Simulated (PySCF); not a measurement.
**Dipole response of Rh²⁺ (rhodium, charge +2)**

[Kr] 4d7, high-spin 4F determinant. Calculation: PySCF 2.14, in aug-cc-pwCVTZ-DK (11s10p8d4f3g, 136 functions); the spin-free X2C one-electron Hamiltonian (Gaussian nucleus). Coupled (time-dependent) response in atomic units; α is the mean over directions.

```tsv
method	mean α (bohr³)	C₆ (like pair)	S(−4)
PBE	7.642	40.94	16.31
```

S(−4) is the Cauchy moment in α(ω) = α(0) + S(−4) ω² + …

Spin-orbit coupling is absent.

α(iu) at PBE:

```tsv
u (hartree)	α(iu) (bohr³)
0	7.642
0.0500	7.601
0.100	7.485
0.200	7.076
0.300	6.544
0.500	5.467
0.750	4.375
1.00	3.554
1.50	2.451
2.00	1.775
3.00	1.037
5.00	0.4728
```

For an ion, C₆ is the dispersion term alone; charge-induced terms of lower order in 1/R come first.
